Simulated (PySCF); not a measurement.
**Radial density of Sm⁵²⁺ (samarium, charge +52)**

BHandHLYP, [Ne], closed-shell 1S. Computed with PySCF 2.14 in an even-tempered Gaussian basis (17 s from 29 bohr⁻², ratio 2.2; 10 p from 37 bohr⁻², ratio 2.2; 6 d from 150 bohr⁻², ratio 2.4; 5 f from 230 bohr⁻², ratio 2.4; 4 g from 340 bohr⁻², ratio 2.4), with no relativity, point nucleus.

| r (bohr) | 4πr²ρ (e/bohr) |
| --- | --- |
| 0.000434 | 0.3717 |
| 0.000729 | 1.014 |
| 0.00123 | 2.696 |
| 0.00206 | 6.877 |
| 0.00347 | 16.34 |
| 0.00584 | 34.52 |
| 0.00982 | 59.93 |
| 0.0165 | 76.37 |
| 0.0278 | 67.74 |
| 0.0467 | 69.72 |
| 0.0786 | 86.43 |
| 0.132 | 35.97 |
| 0.222 | 1.858 |
| 0.374 | 0.003646 |

A non-relativistic calculation at this Z misses sizeable relativistic shifts. Spin-orbit coupling, which splits the p, d and f shells strongly at this Z, is absent.
